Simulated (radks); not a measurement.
The numbers below are computed, except where a source is named.
Mo+, 41 electrons, occupied as [Ar] 3d10 4p6 4d7 (not the ground configuration).

Level of theory: scalar-relativistic Kohn-Sham, PBEsol, spin-polarised, spherical densities, point nucleus; open shells are filled with parallel spins first (spin-orbit coupling, left out, can overturn this in heavy ions) (a radial shooting solver on a logarithmic mesh with Libxc functionals).

Energy parts (hartree):
part                       energy
total                 -4041.70059
kinetic                4166.83757
electron-nucleus      -9725.56375
Hartree                1637.86220
exchange-correlation   -120.83661

Orbitals (lengths in bohr, moments of r in powers of bohr; r(max) is where P^2 peaks):
orbital,occ.,eigenvalue (hartree),<1/r>,r(max),<r^2>
1s up,1,-728.6060,43.53,0.02288,0.001670
1s down,1,-728.6061,43.53,0.02288,0.001670
2s up,1,-103.3561,9.800,0.1297,0.02788
2s down,1,-103.3428,9.801,0.1296,0.02787
2p up,3,-92.47634,9.531,0.1036,0.02194
2p down,3,-92.46625,9.531,0.1036,0.02193
3s up,1,-18.01405,3.365,0.3838,0.2108
3s down,1,-18.00600,3.365,0.3838,0.2107
3p up,3,-14.44816,3.202,0.3772,0.2157
3p down,3,-14.43914,3.202,0.3773,0.2156
3d up,5,-8.64035,2.970,0.3223,0.2069
3d down,5,-8.62709,2.971,0.3224,0.2066
4p up,3,-1.82286,1.108,1.061,1.691
4p down,3,-1.75065,1.113,1.057,1.685
4d up,5,-0.48476,0.7754,1.324,3.607
4d down,2,-0.41357,0.7643,1.323,3.830

The highest occupied level is 4d down at -11.254 eV. Summed over all electrons, <r^2> = 39.80 bohr^2, which gives a Langevin (diamagnetic) susceptibility term of -31.5 x 10^-6 cm^3/mol. The density falls to 0.001 e/bohr^3 at r = 3.92 bohr.
